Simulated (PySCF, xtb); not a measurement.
Two structures of GaH5Si2

Structure a: `[SiH3][SiH2][Ga]`, a singlet. Structure b: a singlet given by its coordinates. Both are isolated molecules in the gas phase, relaxed with B3LYP/6-31G*.

a (Å):

| atom | x (Å) | y (Å) | z (Å) |
| --- | --- | --- | --- |
| Ga | 0.4414 | -2.3329 | -1.8149 |
| Si | -1.1977 | -0.3634 | 1.5766 |
| Si | -0.0517 | -2.2559 | 0.7617 |
| H | -0.4239 | 0.8798 | 1.2860 |
| H | -2.5187 | -0.2195 | 0.8960 |
| H | -1.4553 | -0.3948 | 3.0457 |
| H | -0.8554 | -3.4508 | 1.1914 |
| H | 1.2202 | -2.3500 | 1.5566 |

b (Å):

```xyz
8

Ga   -0.3858    0.7796   -0.9335
Si   -2.1213   -0.3641    0.4337
Si    1.3012    0.8659   -2.5716
H     2.3620    1.5334   -1.7203
H     0.7681    2.0582   -3.3392
H    -2.8561    0.6199    1.2766
H    -3.1082   -1.0655   -0.4360
H    -1.4853   -1.3672    1.3350
```

Close contacts (Å): Ga1–Si2 2.49, Ga1–Si3 2.35, Si2–H6 1.49, Si2–H7 1.49, Si2–H8 1.49, Si3–H4 1.52, Si3–H5 1.51.

Problem. Estimate which is lower in electronic energy at CCSD(T)/def2-SVP + ΔMP2/def2-TZVPP, and by roughly how much.

Solution. The CCSD(T)/def2-SVP + ΔMP2/def2-TZVPP calculation puts structure a lower, by 71.4 kJ/mol.

How the difference moves with the method:

```tsv
level	geometry	E(b) − E(a) (kJ/mol)	departure from the last row (kJ/mol)	job, with rough time for the two
B3LYP/6-31G*	B3LYP/6-31G*	+81.1	+9.7	optimisation, 2.9 min
HF/def2-SVP	B3LYP/6-31G*	+113.5	+42.1	part of the CCSD(T) run
MP2/def2-SVP	B3LYP/6-31G*	+76.2	+4.7	part of the CCSD(T) run
CCSD(T)/def2-SVP	B3LYP/6-31G*	+75.8	+4.4	single point
CCSD(T)/def2-SVP + ΔMP2/def2-TZVPP	B3LYP/6-31G*	+71.4		single point, 61 s
```

None of the levels shown reverses the order. The largest departure from CCSD(T)/def2-SVP + ΔMP2/def2-TZVPP is that of HF/def2-SVP, 42.1 kJ/mol. No reliable frequencies are at hand for a, so it isn't confirmed as a minimum. Levels run at GFN2-xTB geometries aren't shown. The last row adds to CCSD(T) the change of the MP2 difference between the two basis sets, here −4.4 kJ/mol.

The correlated steps freeze 19 core orbitals; the filled d shell of Ga is correlated, in a basis made for valence electrons. Programs: PySCF 2.14.0, xtb 6.7.1 (Pople sets with spherical d functions); the last row on 2 threads of Arm Neoverse V1 on a shared host.
